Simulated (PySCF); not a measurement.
PySCF input file for CdBrI, SMILES [I][Cd][Br], TDA-CAM-B3LYP/def2-SVPD. Coordinates come from a B3LYP-D3(BJ)/def2-SVP optimisation. The def2 effective core potentials stand for the cores of Cd, I; spin–orbit coupling is left out.

```python
import numpy as np
from pyscf import gto, scf, dft, tdscf

mol = gto.M(
    atom='''
    Cd    0.00000000    0.00000000   -0.39037121
    Br    0.00000000    0.00000000   -2.82354237
    I     0.00000000    0.00000000    2.21814719
    ''',
    basis='def2-SVPD',
    ecp={'Cd': 'def2-svp', 'I': 'def2-svp'},
    charge=0,
    spin=0,
    symmetry=True,
    symmetry_subgroup='C2v',
    max_memory=1600,
    verbose=4,
)
mf = dft.RKS(mol, xc='cam-b3lyp').density_fit(auxbasis='def2-universal-jkfit')
mf.grids.level = 3
mf.conv_tol = 1e-9
mf.max_cycle = 100
mf.kernel()
mf.grids = dft.Grids(mol).set(level=1).build(with_non0tab=True)  # coarser grid for the response kernel
td = tdscf.TDA(mf)
td.singlet = True
td.nstates = 10
td.conv_tol = 1e-4
td.kernel(x0=td.get_init_guess(mf, 15))
td.analyze()
tt = tdscf.TDA(mf)
tt.singlet = False
tt.nstates = 4
tt.conv_tol = 1e-4
tt.kernel(x0=tt.get_init_guess(mf, 9))
tt.analyze(verbose=3)
```

Log of the run:

```
PySCF version 2.14.0

[INPUT] verbose = 4
[INPUT] num. atoms = 3
[INPUT] num. electrons = 80
[INPUT] charge = 0
[INPUT] spin (= nelec alpha-beta = 2S) = 0
[INPUT] symmetry True subgroup C2v
[INPUT] Mole.unit = angstrom
[INPUT] Symbol           X                Y                Z      unit          X                Y                Z       unit  Magmom
[INPUT]  1 Cd     0.000000000000   0.000000000000  -0.390371210000 AA    0.000000000000   0.000000000000  -0.737694673815 Bohr   0.0
[INPUT]  2 Br     0.000000000000   0.000000000000  -2.823542370000 AA    0.000000000000   0.000000000000  -5.335721780405 Bohr   0.0
[INPUT]  3 I      0.000000000000   0.000000000000   2.218147190000 AA    0.000000000000   0.000000000000   4.191690693074 Bohr   0.0

nuclear repulsion = 345.511986931217
point group symmetry = Coov, use subgroup C2v
symmetry origin: [0.00000000e+00 0.00000000e+00 5.55801784e-10]
symmetry axis x: [1. 0. 0.]
symmetry axis y: [0. 1. 0.]
symmetry axis z: [0. 0. 1.]
num. orbitals of irrep A1 = 50
num. orbitals of irrep A2 = 10
num. orbitals of irrep B1 = 25
num. orbitals of irrep B2 = 25
number of shells = 40
number of NR pGTOs = 213
number of NR cGTOs = 110
basis = def2-SVPD
ecp = {'Cd': 'def2-svp', 'I': 'def2-svp'}


******** <class 'pyscf.df.df_jk.DFSymAdaptedRKS'> ********
method = DFSymAdaptedRKS
initial guess = minao
damping factor = 0
level_shift factor = 0
DIIS = <class 'pyscf.scf.diis.CDIIS'>
diis_start_cycle = 1
diis_space = 8
diis_damp = 0
SCF conv_tol = 1e-09
SCF conv_tol_grad = None
SCF max_cycles = 100
direct_scf = False
XC library pyscf.dft.libxc version 7.1.2
    S. Lehtola, C. Steigemann, M. J. T. Oliveira, and M. A. L. Marques,  SoftwareX 7, 1–5 (2018)
XC functionals = cam-b3lyp
    T. Yanai, D. P. Tew, and N. C. Handy,  Chem. Phys. Lett. 393, 51 (2004)
radial grids:
    Treutler-Ahlrichs [JCP 102, 346 (1995); DOI:10.1063/1.469408] (M4) radial grids

becke partition: Becke, JCP 88, 2547 (1988); DOI:10.1063/1.454033
pruning grids: <function nwchem_prune>
grids dens level: 3
symmetrized grids: True
atomic radii adjust function: <function treutler_atomic_radii_adjust>
small_rho_cutoff = 0
Freeze 0 electrons in irreps []
    80 free electrons in irreps A1 A2 B1 B2
Set gradient conv threshold to 3.16228e-05
Initial guess from minao.
tot grids = 64776
******** <class 'pyscf.df.df.DF'> ********
auxbasis = def2-universal-jkfit
Create RSH-DF object <pyscf.df.df.DF object> for omega=0.33
******** <class 'pyscf.df.df.DF'> ********
auxbasis = auxmol.basis = def2-universal-jkfit
init E= -2992.37138401759
HOMO (B1) = -0.897605909319562  LUMO (B2) = -0.897605909319555  gap/eV = 0.00000

WARN: B1 HOMO -0.897605909319562 > system LUMO -0.897605909319555


WARN: B2 LUMO -0.897605909319555 < system HOMO -0.897605909319562

cycle= 1 E= -3034.56362002947  delta_E= -42.2  |g|= 4.19  |ddm|= 10.8
HOMO (A1) = -0.112279833941294  LUMO (A1) = -0.00629047011371142  gap/eV = 2.88412
cycle= 2 E= -2966.58990897332  delta_E=   68  |g|= 10.7  |ddm|= 39.7
HOMO (B1) = -0.271016728938815  LUMO (A1) = -0.190490305724488  gap/eV = 2.19124
cycle= 3 E= -3038.88331778463  delta_E= -72.3  |g|= 1.53  |ddm|= 38.6
HOMO (A1) = -0.28959497677164  LUMO (A1) = -0.0529281647046318  gap/eV = 6.44003
cycle= 4 E= -3039.1988280956  delta_E= -0.316  |g|= 1.12  |ddm|= 3.57
HOMO (B1) = -0.312792644191081  LUMO (A1) = -0.0567051939074688  gap/eV = 6.96849
cycle= 5 E= -3039.47797642772  delta_E= -0.279  |g|= 0.0998  |ddm|= 1.25
HOMO (B1) = -0.337282995010994  LUMO (A1) = -0.0613854777807319  gap/eV = 7.50755
cycle= 6 E= -3039.48160276164  delta_E= -0.00363  |g|= 0.0542  |ddm|= 0.258
HOMO (B1) = -0.338495430840496  LUMO (A1) = -0.0629236217992357  gap/eV = 7.49869
cycle= 7 E= -3039.48234151115  delta_E= -0.000739  |g|= 0.0161  |ddm|= 0.0755
HOMO (B1) = -0.336143169478238  LUMO (A1) = -0.0615171178104035  gap/eV = 7.47296
cycle= 8 E= -3039.48239574549  delta_E= -5.42e-05  |g|= 0.0031  |ddm|= 0.0181
HOMO (B1) = -0.335391991904359  LUMO (A1) = -0.0611731393173045  gap/eV = 7.46188
cycle= 9 E= -3039.48240499856  delta_E= -9.25e-06  |g|= 0.00062  |ddm|= 0.0105
HOMO (B1) = -0.335495461112419  LUMO (A1) = -0.0612374616737981  gap/eV = 7.46294
cycle= 10 E= -3039.48240540854  delta_E= -4.1e-07  |g|= 0.000231  |ddm|= 0.002
HOMO (B1) = -0.335518829422419  LUMO (A1) = -0.0612478958489149  gap/eV = 7.46329
cycle= 11 E= -3039.48240545486  delta_E= -4.63e-08  |g|= 8.63e-05  |ddm|= 0.000787
HOMO (B2) = -0.335501703334987  LUMO (A1) = -0.061243907983183  gap/eV = 7.46293
cycle= 12 E= -3039.48240545751  delta_E= -2.65e-09  |g|= 2.28e-05  |ddm|= 0.000147
HOMO (B2) = -0.33550308281151  LUMO (A1) = -0.0612445188960038  gap/eV = 7.46296
cycle= 13 E= -3039.48240545778  delta_E= -2.69e-10  |g|= 2.68e-06  |ddm|= 6.17e-05
HOMO (B2) = -0.335502626092634  LUMO (A1) = -0.0612444498006965  gap/eV = 7.46295
Extra cycle  E= -3039.48240545779  delta_E= -1e-11  |g|= 1.55e-06  |ddm|= 8.14e-06
converged SCF energy = -3039.48240545779
tot grids = 23568


******** <class 'pyscf.tdscf.rks.TDA'> for <class 'pyscf.df.df_jk.DFSymAdaptedRKS'> ********
nstates = 10 singlet
deg_eia_thresh = 1.000e-03
wfnsym = None
conv_tol = 0.0001
eigh lindep = 1e-12
eigh level_shift = 0
eigh max_cycle = 100


Excitation energies (eV)
[4.30714015 4.30714084 4.98399416 4.98399446 5.84123484 5.97523829
 6.00978447 6.00978908 6.61481665 6.64596623]

** Singlet excitation energies and oscillator strengths **
Excited State   1:   B2      4.30714 eV    287.86 nm  f=0.0065
      40 -> 41        0.70007
Excited State   2:   B1      4.30714 eV    287.86 nm  f=0.0065
      39 -> 41        0.70007
Excited State   3:   B2      4.98399 eV    248.76 nm  f=0.0234
      38 -> 41       -0.69810
Excited State   4:   B1      4.98399 eV    248.76 nm  f=0.0234
      37 -> 41        0.69810
Excited State   5:   A1      5.84123 eV    212.26 nm  f=0.1074
      36 -> 41        0.50071
      39 -> 43        0.33981
      40 -> 42        0.33981
Excited State   6:   A2      5.97524 eV    207.50 nm  f=0.0000
      39 -> 42       -0.49546
      40 -> 43        0.49547
Excited State   7:   A2      6.00978 eV    206.30 nm  f=0.0000
      39 -> 42        0.49560
      40 -> 43        0.49559
Excited State   8:   A1      6.00979 eV    206.30 nm  f=0.0000
      39 -> 43        0.49560
      40 -> 42       -0.49560
Excited State   9:   A2      6.61482 eV    187.43 nm  f=0.0000
      37 -> 42       -0.49427
      38 -> 43        0.49427
Excited State  10:   A1      6.64597 eV    186.56 nm  f=0.0592
      35 -> 41       -0.45787
      36 -> 41       -0.11510
      37 -> 43        0.34558
      38 -> 42        0.34560
      39 -> 43        0.11522
      40 -> 42        0.11522

** Transition electric dipole moments (AU) **
state          X           Y           Z        Dip. S.      Osc.
  1        -0.0000      0.2480      0.0000      0.0615      0.0065
  2         0.2480      0.0000      0.0000      0.0615      0.0065
  3        -0.0000     -0.4377     -0.0000      0.1916      0.0234
  4         0.4377     -0.0000      0.0000      0.1916      0.0234
  5         0.0000     -0.0000      0.8663      0.7505      0.1074
  6         0.0000      0.0000      0.0000      0.0000      0.0000
  7        -0.0000      0.0000     -0.0000      0.0000      0.0000
  8         0.0000     -0.0000      0.0000      0.0000      0.0000
  9        -0.0000     -0.0000      0.0000      0.0000      0.0000
 10        -0.0000     -0.0000     -0.6032      0.3638      0.0592

WARN: ECP detected. Skipping calculation of transition velocity and magnetic dipole moments, which have not yet been implemented.



******** <class 'pyscf.tdscf.rks.TDA'> for <class 'pyscf.df.df_jk.DFSymAdaptedRKS'> ********
nstates = 4 triplet
deg_eia_thresh = 1.000e-03
wfnsym = None
conv_tol = 0.0001
eigh lindep = 1e-12
eigh level_shift = 0
eigh max_cycle = 100


Excitation energies (eV)
[3.94521618 3.94521681 4.60606657 4.60606715]

** Triplet excitation energies and oscillator strengths **
Excited State   1:   B2      3.94522 eV    314.26 nm  f=0.0000
Excited State   2:   B1      3.94522 eV    314.26 nm  f=0.0000
Excited State   3:   B2      4.60607 eV    269.18 nm  f=0.0000
Excited State   4:   B1      4.60607 eV    269.18 nm  f=0.0000
```

The run converged.

Cost: about 80 core-seconds (a rough figure).
